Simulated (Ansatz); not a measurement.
Consider the isomerisation: `[SiH3]N1CSC1` → `C[SiH]1NCS1`.

Gas-phase electronic energies from Ansatz, PBE0-D4/def2-TZVP geometries. CCSD(T)/CBS adds triple-zeta CCSD(T) − MP2 to the extrapolated MP2 energy (def2 sets, frozen cores). DFT in def2-TZVPP. B3LYP here is the variant with VWN-RPA as its local correlation; programs differ in this.

```csv
level,ΔE (kJ/mol),difference from CCSD(T)/CBS
PBE-D4,-200.0,3.9
r2SCAN-D4,-210.7,-6.8
PBE0-D4,-204.6,-0.7
B3LYP-D4,-195.2,8.7
ωB97X-V,-196.3,7.6
ωB97M-V,-203.6,0.3
B2PLYP,-199.7,4.2
PBE,-200.3,3.6
r2SCAN,-210.9,-7.0
PBE0,-204.9,-1.0
B3LYP,-195.6,8.3
HF/def2-TZVPP,-191.0,12.9
MP2/def2-TZVPP,-206.3,-2.4
SCS-MP2/def2-TZVPP,-195.1,8.8
CCSD/def2-TZVPP,-197.0,6.9
CCSD(T)/def2-TZVPP,-197.3,6.6
HF/def2-QZVPP,-190.6,13.3
MP2/def2-QZVPP,-209.9,-6.0
SCS-MP2/def2-QZVPP,-198.9,5.0
HF/CBS(def2),-190.5,13.4
MP2/CBS(def2),-212.9,-9.0
CCSD/CBS(def2),-203.5,0.4
CCSD(T)/CBS,-203.9,0
```

Largest T1 diagnostic among the species: 0.011.

In def2-TZVPP, CCSD(T) changes the Hartree–Fock value by −6.4 kJ/mol (the triples alone add −0.3 kJ/mol) and MP2 by −15.4 kJ/mol. From PBE to PBE0 (25 % exact exchange), in def2-TZVPP and without D4, ΔE moves by −4.6 kJ/mol.
